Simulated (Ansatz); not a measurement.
The cluster Co2Si5. The state is a singlet with charge 0. Geometry PBE-D4/def2-SVP, basis def2-TZVP, Ansatz.

```csv
atom,x (Å),y (Å),z (Å)
Co1,-2.516,-0.059,0.751
Co2,0.936,-0.069,-0.149
Si3,1.527,1.282,1.453
Si4,0.902,-2.113,-0.902
Si5,1.014,1.097,-1.845
Si6,-1.119,-1.088,-0.361
Si7,-0.744,0.950,1.053
```

| run | HOMO (eV) | LUMO (eV) |
| --- | --- | --- |
| A | -4.39 | -3.99 |
| B | -4.53 | -4.17 |
| C | -4.58 | -3.99 |
| D | -5.08 | -3.73 |
| E | -5.51 | -3.33 |

No other spin state of charge 0 was run. Another isomer (quintet) lies 3.55 eV lower at PBE0-D4/def2-TZVP; other spin states weren't run for this one.

The runs used LDA (SPW92), PBE, PBE0, r2SCAN, r2SCANh. Estimate which is which.

A PBE (0 % exact exchange); B LDA (SPW92) (0 % exact exchange); C r2SCAN (0 % exact exchange); D r2SCANh (10 % exact exchange); E PBE0 (25 % exact exchange). Exact exchange lowers occupied and raises empty levels; among semilocal functionals meta-GGAs tend to open the gap a little, and such runs are hard to tell apart. The gap grows from 0.37 eV (LDA (SPW92)) to 2.18 eV (PBE0). This restricted singlet of an open-shell metal (gap down to 0.37 eV) wasn't tested against broken symmetry.
